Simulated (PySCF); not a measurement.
**Field gradients at the hydrogen positions**

C6H11N3.
SMILES with atom numbers: `[CH3:1][CH:2]([CH3:3])[CH2:4][n:5]1[cH:6][n:7][n:8][cH:9]1` (hydrogens: H10, H11, H12 on C1; H13 on C2; H14, H15, H16 on C3; H17, H18 on C4; H19 on C6; H20 on C9)

Cartesian coordinates in Å at the GFN2-xTB level; atoms count from 1:
```
atom  x, y, z in Å
C1    -1.1384   -1.1270    0.6688
C2    -0.9679    0.3260    0.2341
C3    -2.2653    0.8681   -0.3578
C4     0.1638    0.4578   -0.7988
N5     1.4380    0.0825   -0.2515
C6     2.2361    0.8043    0.5826
N7     3.2857    0.1188    0.9198
N8     3.2033   -1.0778    0.3172
C9     2.1049   -1.0974   -0.3749
H10   -1.4004   -1.7512   -0.1836
H11   -0.2235   -1.5130    1.1129
H12   -1.9317   -1.2067    1.4075
H13   -0.6988    0.9265    1.1105
H14   -2.1516    1.9072   -0.6585
H15   -3.0645    0.8099    0.3763
H16   -2.5581    0.2865   -1.2294
H17   -0.0433   -0.1849   -1.6589
H18    0.2275    1.4942   -1.1458
H19    2.0173    1.8033    0.8992
H20    1.7617   -1.9165   -0.9727
```

Level: PBE0/pcSseg-1 (PySCF, non-relativistic); Q(2H) = 0.00286 b; rigid geometry, the same for H and D, with no vibrational averaging.

Question: Rank these positions by the coupling χzz of a deuteron there, largest first.
A. H19 (aromatic hydrogen)
B. H16 (methyl hydrogen)
C. H18 (methylene hydrogen)

Answer: A (231 kHz), B (211 kHz), C (195 kHz).

Give the electric field gradient Vzz (the principal value of largest size), its asymmetry and the 2H coupling at each hydrogen.

```json
{"atom": "H10", "bonded to": "C1", "bond length (Å)": "1.088", "Vzz (au)": "0.3133", "η": "0.02", "χzz (kHz)": "211"}
{"atom": "H11", "bonded to": "C1", "bond length (Å)": "1.088", "Vzz (au)": "0.3108", "η": "0.02", "χzz (kHz)": "209"}
{"atom": "H12", "bonded to": "C1", "bond length (Å)": "1.087", "Vzz (au)": "0.3164", "η": "0.02", "χzz (kHz)": "213"}
{"atom": "H13", "bonded to": "C2", "bond length (Å)": "1.096", "Vzz (au)": "0.2927", "η": "0.02", "χzz (kHz)": "197"}
{"atom": "H14", "bonded to": "C3", "bond length (Å)": "1.088", "Vzz (au)": "0.3148", "η": "0.02", "χzz (kHz)": "212"}
{"atom": "H15", "bonded to": "C3", "bond length (Å)": "1.087", "Vzz (au)": "0.3160", "η": "0.02", "χzz (kHz)": "212"}
{"atom": "H16", "bonded to": "C3", "bond length (Å)": "1.088", "Vzz (au)": "0.3136", "η": "0.02", "χzz (kHz)": "211"}
{"atom": "H17", "bonded to": "C4", "bond length (Å)": "1.094", "Vzz (au)": "0.2928", "η": "0.07", "χzz (kHz)": "197"}
{"atom": "H18", "bonded to": "C4", "bond length (Å)": "1.095", "Vzz (au)": "0.2908", "η": "0.06", "χzz (kHz)": "195"}
{"atom": "H19", "bonded to": "C6", "bond length (Å)": "1.071", "Vzz (au)": "0.3442", "η": "0.09", "χzz (kHz)": "231"}
{"atom": "H20", "bonded to": "C9", "bond length (Å)": "1.071", "Vzz (au)": "0.3439", "η": "0.09", "χzz (kHz)": "231"}
```

How does χzz go with the bond length over the 11 C–H bonds?

A straight-line fit has a slope of -14.0 kHz for each 0.01 Å, with a correlation coefficient of -0.98, over lengths from 1.071 to 1.096 Å. The longer bonds have the smaller couplings here.

A static deuteron (I = 1) shows a doublet split by (3/2)χ, (3/4)χ(1 + η) and (3/4)χ(1 − η) with the field along z, y and x of the gradient. What are these for H10?

With |χ| = 210.5 kHz and η = 0.024: 316, 162 and 154 kHz, to first order and without motion.

One conformer (not necessarily the lowest) at the GFN2-xTB geometry, without solvent, vibrations or thermal averaging. GFN2-xTB bond lengths can be off by several hundredths of an ångström, more for odd bonds, and the gradients follow them. The small basis limits the accuracy of the gradients.
